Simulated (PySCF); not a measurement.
CH₃BeFO (SMILES C[O][Be][F]), singlet, at a GFN2-xTB geometry (such geometries of metal compounds can be far from the true shape); B3LYP/6-31G, TDA in PySCF.

Input for PySCF:
```python
from pyscf import gto, scf, dft, tdscf

mol = gto.M(
    atom='''
Be   -0.50170052    0.21775493    0.59373805
F    -1.37139021    0.54353564    1.62744781
O     0.34935493   -0.12746198   -0.41553657
C     1.20617691   -0.49362905   -1.43003884
H     1.57146220    0.39576392   -1.95304373
H     2.06092456   -1.03979844   -1.01878504
H     0.68502638   -1.13733582   -2.14562809
''',
    basis='6-31g',
    verbose=4,
)

mf = dft.RKS(mol)
mf.xc = 'b3lyp'
mf.kernel()
td = mf.TDA()
td.nstates = 5
td.kernel()
td.analyze()
```

What the program printed (banner, timings and long lists left out):

```
PySCF version 2.14.0

[INPUT] verbose = 4
[INPUT] num. atoms = 7
[INPUT] num. electrons = 30
[INPUT] charge = 0
[INPUT] spin (= nelec alpha-beta = 2S) = 0
[INPUT] symmetry False subgroup None
[INPUT] Mole.unit = angstrom
[INPUT] Symbol           X                Y                Z      unit          X                Y                Z       unit  Magmom
[...]
nuclear repulsion = 90.8123605594301
number of shells = 26
number of NR pGTOs = 100
number of NR cGTOs = 42
basis = 6-31g
ecp = {}

******** <class 'pyscf.dft.rks.RKS'> ********
method = RKS
initial guess = minao
damping factor = 0
level_shift factor = 0
DIIS = <class 'pyscf.scf.diis.CDIIS'>
diis_start_cycle = 1
diis_space = 8
diis_damp = 0
SCF conv_tol = 1e-09
SCF conv_tol_grad = None
SCF max_cycles = 50
direct_scf = True
direct_scf_tol = 1e-13
XC library pyscf.dft.libxc version 7.1.2
    S. Lehtola, C. Steigemann, M. J. T. Oliveira, and M. A. L. Marques,  SoftwareX 7, 1–5 (2018)
XC functionals = b3lyp
    P. J. Stephens, F. J. Devlin, C. F. Chabalowski, and M. J. Frisch,  J. Phys. Chem. 98, 11623 (1994)
radial grids:
    Treutler-Ahlrichs [JCP 102, 346 (1995); DOI:10.1063/1.469408] (M4) radial grids

becke partition: Becke, JCP 88, 2547 (1988); DOI:10.1063/1.454033
pruning grids: <function nwchem_prune>
grids dens level: 3
symmetrized grids: False
atomic radii adjust function: <function treutler_atomic_radii_adjust>
small_rho_cutoff = 0
Set gradient conv threshold to 3.16228e-05
Initial guess from minao.
tot grids = 85608
init E= -230.011718103162
[...]
cycle= 1 E= -229.649478720223  delta_E= 0.362  |g|= 0.943  |ddm|= 2.54
[...]
cycle= 2 E= -229.317626946073  delta_E= 0.332  |g|= 1.64  |ddm|= 1.55
[...]
cycle= 3 E= -229.809531354166  delta_E= -0.492  |g|= 0.0833  |ddm|= 1.01
[...]
cycle= 4 E= -229.809981015732  delta_E= -0.00045  |g|= 0.0741  |ddm|= 0.0936
[...]
cycle= 5 E= -229.810918099652  delta_E= -0.000937  |g|= 0.00314  |ddm|= 0.0414
[...]
cycle= 6 E= -229.810920640955  delta_E= -2.54e-06  |g|= 0.000509  |ddm|= 0.00424
[...]
cycle= 7 E= -229.810920686766  delta_E= -4.58e-08  |g|= 0.000188  |ddm|= 0.000556
[...]
cycle= 8 E= -229.810920696046  delta_E= -9.28e-09  |g|= 2.46e-05  |ddm|= 0.000171
[...]
cycle= 9 E= -229.810920696191  delta_E= -1.45e-10  |g|= 1.09e-06  |ddm|= 2.34e-05
[...]
Extra cycle  E= -229.810920696191  delta_E= 3.98e-13  |g|= 1.37e-06  |ddm|= 1.92e-06
converged SCF energy = -229.810920696191

******** <class 'pyscf.tdscf.rks.TDA'> for <class 'pyscf.dft.rks.RKS'> ********
nstates = 5 singlet
deg_eia_thresh = 1.000e-03
wfnsym = None
conv_tol = 1e-05
eigh lindep = 1e-12
eigh level_shift = 0
eigh max_cycle = 100

Excitation energies (eV)
[7.41906573 7.42103966 8.60171724 8.65990833 8.66044233]

** Singlet excitation energies and oscillator strengths **
Excited State   1:      7.41907 eV    167.12 nm  f=0.0152
      15 -> 16       -0.70493
Excited State   2:      7.42104 eV    167.07 nm  f=0.0147
      14 -> 16       -0.70484
Excited State   3:      8.60172 eV    144.14 nm  f=0.0000
      14 -> 17       -0.51174
      15 -> 18        0.48505
Excited State   4:      8.65991 eV    143.17 nm  f=0.0041
      14 -> 18       -0.49788
      15 -> 17        0.49926
Excited State   5:      8.66044 eV    143.16 nm  f=0.0042
      14 -> 17       -0.48503
      15 -> 18       -0.51168

** Transition electric dipole moments (AU) **
state          X           Y           Z        Dip. S.      Osc.
  1        -0.2235     -0.0170     -0.1828      0.0836      0.0152
  2        -0.0191     -0.2794      0.0494      0.0808      0.0147
  3        -0.0049     -0.0004     -0.0040      0.0000      0.0000
  4         0.0147      0.1350     -0.0297      0.0193      0.0041
  5        -0.1089     -0.0078     -0.0892      0.0199      0.0042

** Transition velocity dipole moments (imaginary part, AU) **
state          X           Y           Z        Dip. S.      Osc.
  1        -0.0631     -0.0048     -0.0516      0.0067      0.0163
  2        -0.0076     -0.0786      0.0166      0.0065      0.0159
  3        -0.0017     -0.0001     -0.0014      0.0000      0.0000
  4         0.0037      0.0332     -0.0074      0.0012      0.0025
  5        -0.0249     -0.0018     -0.0204      0.0010      0.0022

** Transition magnetic dipole moments (imaginary part, AU) **
state          X           Y           Z
  1         0.0114      0.0557     -0.0191
  2        -0.0502     -0.0038     -0.0410
  3         0.0942     -0.0165     -0.1135
  4        -0.1256     -0.0090     -0.1030
  5        -0.0272     -0.1984      0.0505
```
